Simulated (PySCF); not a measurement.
The PySCF input:
```python
from pyscf import gto, scf, dft

mol = gto.Mole()
mol.atom = '''
    F     2.49184748   -0.18829557    0.79842098
    C     1.31418502    0.24683492    0.42467974
    F     1.26067366    1.55824784    0.42112146
    C     0.28229877   -0.52520184    0.08521556
    F     0.37606850   -1.85663792    0.10149667
    C    -1.06436063    0.03101770   -0.34154878
    F    -1.61086992    0.78624932    0.61807922
    F    -0.95447491    0.80748822   -1.42550070
    F    -1.91799358   -0.94215242   -0.62584863
'''
mol.basis = '6-31g*'
mol.verbose = 4
mol.build()

mf = dft.RKS(mol)
mf.xc = 'blyp'
mf.kernel()
```

Task: What does this run give for the nuclear repulsion energy, HOMO-LUMO gap, dipole moment, Mulliken (on the basis functions themselves) charges in atom order, HOMO energy, number of basis functions?

Result: 
The nuclear repulsion energy comes out as 511.0886 Eh, the HOMO-LUMO gap is 5.20 eV and the dipole moment is 0.88 D. The Mulliken (on the basis functions themselves) charges in atom order is F1 -0.20, C2 0.48, F3 -0.20, C4 0.13, F5 -0.24, C6 0.75, F7 -0.24, F8 -0.24, F9 -0.23, the HOMO energy is -6.03 eV and the number of basis functions comes out as 126.
